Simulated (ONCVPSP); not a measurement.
# Transferability test, ONCV potential for bromine

| Property | Result |
| --- | --- |
| Element | bromine |
| Generator | ONCVPSP 4.0.1 |
| Type | optimised norm-conserving Vanderbilt (ONCV) |
| Functional | PBE |
| Relativity | scalar-relativistic |
| Frozen core | [Ar] 3d10 |
| Valence charge | 7 |
| Reference configuration | 4s2 4p5 |
| Partial waves | 4s: rc 1.30 bohr, ncon 4, nbas 9, qcut 4.5 1/bohr, 1 projector; 4p: rc 1.40 bohr, ncon 4, nbas 8, qcut 4.7 1/bohr, 2 projectors, debl 1.7 Ha |
| Local potential | polynomial inside 1.25 bohr (lpopt 2, dvloc0 1 Ha) |
| Core correction | polynomial model core, fcfact 0.75 |

Energies are relative to the spin-unpolarised reference configuration 4s2 4p5; without spin polarisation the order of configurations can differ from experiment.

```json
{"valence configuration": "4s2 4p3", "charge": "+2", "ΔE all-electron (eV)": "35.315", "error AE − PS (meV)": "-9.5"}
{"valence configuration": "4s2 4p2", "charge": "+3", "ΔE all-electron (eV)": "69.298", "error AE − PS (meV)": "-26"}
{"valence configuration": "4s2 4p4.5", "charge": "+0.5", "ΔE all-electron (eV)": "5.075", "error AE − PS (meV)": "-0.9"}
```

Q: What are ΔE and the potential's error for 4s2 4p4?

A: ΔE = 12.554 eV all-electron; the error (AE − PS) is -2.5 meV.

Levels in the configuration 4s2 4p4:

```json
{"level": "4s", "all-electron (eV)": "-30.395", "pseudo (eV)": "-30.398"}
{"level": "4p", "all-electron (eV)": "-17.471", "pseudo (eV)": "-17.472"}
```
